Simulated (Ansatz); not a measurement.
C$_{2}$H$_{8}$GaN (SMILES [CH3][Ga]([CH3])[NH2]), singlet, geometry from GFN2-xTB (such geometries of metal compounds can be far from the true shape); PBE/6-31G** run with Ansatz (a first-principles code).

The Ansatz input:
Ansatz 0.2 input:
```yaml
crystal:
  periodic: [false, false, false]
  atoms:
    - {symbol: Ga, position_ang: [-0.00761284, 0.00459742, -0.00718062]}
    - {symbol: C, position_ang: [-1.47884245, -1.38778618, -0.18493916]}
    - {symbol: H, position_ang: [-1.05168600, -2.36672124, -0.41560341]}
    - {symbol: H, position_ang: [-2.18788433, -1.12667780, -0.97341869]}
    - {symbol: H, position_ang: [-2.03176568, -1.48051672, 0.75320576]}
    - {symbol: C, position_ang: [0.14501038, 1.80120787, -0.94511105]}
    - {symbol: H, position_ang: [0.39806606, 1.66901511, -2.00002823]}
    - {symbol: H, position_ang: [0.92475389, 2.40853922, -0.48014401]}
    - {symbol: H, position_ang: [-0.79777164, 2.35163479, -0.90095074]}
    - {symbol: N, position_ang: [1.34504569, -0.42152953, 1.14250953]}
    - {symbol: H, position_ang: [2.14737161, 0.15716552, 1.35662250]}
    - {symbol: H, position_ang: [1.42258653, -1.28478215, 1.66565073]}
basis:
  gaussian:
    orbitals: 6-31G__.json
hamiltonian:
  xc: pbe
```
The basis file holds 6-31G** in the JSON format of the Basis Set Exchange.

Output, abridged:

```
Functional definition: PBE
1346 factors; their error is unknown
mean field evaluation 1: about -56033.0018 eV, gradient 9.8e1 eV
mean field evaluation 2: about -55979.1667 eV, gradient 1.6e2 eV
mean field evaluation 4: about -56052.7553 eV, gradient 1.2e1 eV
mean field evaluation 8: about -56053.1215 eV, gradient 2.7e-1 eV
mean field evaluation 16: about -56053.0727 eV, gradient 2.8e-4 eV
mean field -56053.07270659 eV, -2059.9124278299 hartree, gradient 1.7e-5 eV, S^2 0.000000; 0 other end points of the search recorded, 0 dependent functions left out
reference -56053.07275248 eV, -2059.9124295164 hartree; 29, 29 occupied and 91, 91 virtual orbitals, 1346 factors
Total energy: -56053.07275248 eV, -2059.9124295164 hartree
```
